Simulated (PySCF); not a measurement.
Computed shifts of a molecule C2H10N2OSi, PySCF with PBE/pcSseg-1, GIAO, gas phase, atoms alike by connectivity averaged where their shifts nearly agree, in ppm (number of nuclei): ¹³C: 43.4 (1), 26.8 (1). ¹⁵N: 59.1 (1), 35.6 (1). ²⁹Si: -20.9 (1). ¹H: 5.19 (1), 4.97 (1), 2.37 (1), 1.52 (3), 1.28 (1), 1.23 (1), 0.43 (1), 0.11 (1). References: ¹³C against TMS (σ = 182.0 ppm); ¹⁵N against NH3 (σ = 267.0 ppm); ²⁹Si against TMS (σ = 335.4 ppm); ¹⁷O against H2O (σ = 334.3 ppm); ¹H against TMS (σ = 31.49 ppm), references at their B3LYP-D3(BJ)/def2-TZVP geometries, non-relativistic. Coordinates come from a r2SCAN-D4/def2-SVP optimisation. One conformer was computed; it need not be the lowest.

Task: Which molecule gave these data?
A) CN(C)[Si@H](N)O
B) C[C@@H](N)[Si@H](N)O
C) CNC[Si@@H](N)O
D) CC[Si](N)(N)O

Result: B, C[C@@H](N)[Si@H](N)O
